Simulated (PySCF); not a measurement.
# Ionisation energy of Sc(2+) by level of theory

Sc(2+) [Ar] 3d1 (2D) → Sc(3+) [Ar] (1S), as a difference of total energies. All numbers are calculated (PySCF 2.14, the non-relativistic Hamiltonian (point nucleus), in def2-QZVPPD). Correlated levels: valence and next inner shell: [Ne] frozen. The calculations carry no spin-orbit coupling.

```
                                method  ionisation energy (eV)
                                   UHF                  24.022
    MP2 (valence and next inner shell)                  24.500
SCS-MP2 (valence and next inner shell)                  24.459
   CCSD (valence and next inner shell)                  24.501
CCSD(T) (valence and next inner shell)                  24.512
```

Question: How much does correlation contribute at CCSD(T) (valence and next inner shell)?

Answer: 24.512 − (24.022) = 0.490 eV, measured against UHF.

These non-relativistic numbers lack the scalar-relativistic shift.

The reference lies between the lowest fine-structure levels, while these numbers refer to the centres of the terms.

Errors of the correlated levels include the incompleteness of this basis and the frozen core.

For comparison: 24.757 eV (measured; NIST Atomic Spectra Database, ionization energies).
